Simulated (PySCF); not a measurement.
Geometry (Å), atoms numbered from 1 in this order:
```xyz
16

C     1.6820   -1.7530    0.1013
O     0.3528   -1.3208   -0.0590
B     0.0242   -0.0088   -0.1019
O     0.9659    0.9560   -0.0482
C     0.6716    2.3307   -0.0803
O    -1.3072    0.3408   -0.2294
C    -2.2976   -0.5849   -0.2140
F    -3.3318   -0.0963   -0.9085
F    -2.7156   -0.7801    1.0502
H     2.4013   -0.9615   -0.1566
H     1.8520   -2.6237   -0.5485
H     1.8552   -2.0611    1.1449
H    -0.3816    2.5192   -0.3351
H     0.8847    2.7787    0.9033
H     1.3168    2.8172   -0.8270
H    -1.9878   -1.5541   -0.6378
```

Geometry: PBE0-D3(BJ)/def2-SVP; GIAO absolute shieldings from PySCF, gas phase, non-relativistic, averaged over equivalent atoms.

At CAM-B3LYP/pcSseg-1 (188 basis functions, 49 s wall time on 1 thread of an Arm Neoverse V1, shared host):
```csv
atoms,σ (ppm)
C7,62.9
C1/C5,130.2
O6,178.7
O2/O4,272.3
B3,82.7
F8/F9,271.7
H16,24.86
H10/H11/H12/H13/H14/H15,27.55
```

Question: Predict the values at PBE0/pcSseg-1 on the same geometry.

Answer: 
```csv
atoms,σ at PBE0/pcSseg-1,change
C7,66.7,+3.8
C1/C5,132.3,+2.1
O6,178.4,-0.3
O2/O4,269.2,-3.1
B3,84.9,+2.2
F8/F9,271.5,-0.2
H16,24.80,-0.06
H10/H11/H12/H13/H14/H15,27.52,-0.03
```

The largest change is at C7 (sp3 CH bonded to 2 F and O). Cost: 188 basis functions, 41 s wall time on 1 thread of an Arm Neoverse V1, shared host.
